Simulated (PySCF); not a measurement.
C₅H₁₂Si, SMILES [C@@H]1(CC[Si@@H]1C)C. Atoms are numbered in the order given.

```xyz
18

C     -1.6721    -1.6775     0.3230
C     -0.8643    -0.5660    -0.3139
C     -1.4078     0.8844    -0.1908
C     -0.0918     1.7017    -0.2559
Si     0.7710     0.1322     0.3670
C      2.4298    -0.4079    -0.3248
H     -1.8060    -1.5053     1.4035
H     -1.1809    -2.6562     0.2049
H     -2.6782    -1.7598    -0.1231
H     -0.7000    -0.7804    -1.3868
H     -2.1722     1.1579    -0.9393
H     -1.8752     1.0109     0.8015
H      0.1900     1.9179    -1.2998
H     -0.0721     2.6433     0.3102
H      0.8045     0.0755     1.8662
H      2.4257    -0.3775    -1.4251
H      3.2375     0.2498     0.0335
H      2.6697    -1.4360    -0.0103
```

Geometry: PBE0-D3(BJ)/def2-SVP. The structure was generated by enumeration; whether it is a known compound was not checked.

These are PBE/def2-TZVP in PySCF values and carry that method's errors.

ESP charges are fitted to the potential on shells at 1.4 to 2.0 van der Waals radii. Atomic charges (e):

| atom | ESP fit | meta-Löwdin |
|---|---|---|
| C1 | (withheld) | -0.34 |
| C2 | 0.15 | -0.29 |
| C3 | (withheld) | -0.20 |
| C4 | -0.45 | -0.46 |
| Si5 | 0.59 | 0.72 |
| C6 | (withheld) | -0.60 |
| H7 | 0.16 | 0.11 |
| H8 | 0.16 | 0.11 |
| H9 | 0.16 | 0.11 |
| H10 | 0.03 | 0.10 |
| H11 | (withheld) | 0.10 |
| H12 | (withheld) | 0.11 |
| H13 | (withheld) | 0.12 |
| H14 | (withheld) | 0.12 |
| H15 | (withheld) | -0.11 |
| H16 | 0.21 | 0.13 |
| H17 | 0.22 | 0.13 |
| H18 | 0.22 | 0.13 |

**Question.** Some entries are withheld; supply them. (The exact figures need the calculation; the answer reports its results.)

**Answer.** 
- C1, ESP fit: -0.69
- C3, ESP fit: -0.09
- C6, ESP fit: -0.87
- H11, ESP fit: 0.04
- H12, ESP fit: 0.07
- H13, ESP fit: 0.12
- H14, ESP fit: 0.11
- H15, ESP fit: -0.15

Computed Mayer and Wiberg (Löwdin basis) orders of the bonds:
| bond | Mayer | Wiberg |
|---|---|---|
| C1–C2 | 0.99 | 1.31 |
| C2–C3 | 0.98 | 1.14 |
| C3–C4 | 0.99 | 1.21 |
| C2–Si5 | 0.99 | 0.99 |
| C4–Si5 | 1.00 | 1.06 |
| Si5–C6 | 0.98 | 1.22 |
| C1–H7 | 0.97 | 0.90 |
| C1–H8 | 0.97 | 0.90 |
| C1–H9 | 0.96 | 0.90 |
| C2–H10 | 0.92 | 0.79 |
| C3–H11 | 0.93 | 0.86 |
| C3–H12 | 0.95 | 0.84 |
| C4–H13 | 0.93 | 0.86 |
| C4–H14 | 0.94 | 0.88 |
| Si5–H15 | 0.92 | 0.88 |
| C6–H16 | 0.94 | 0.90 |
| C6–H17 | 0.95 | 0.90 |
| C6–H18 | 0.95 | 0.90 |
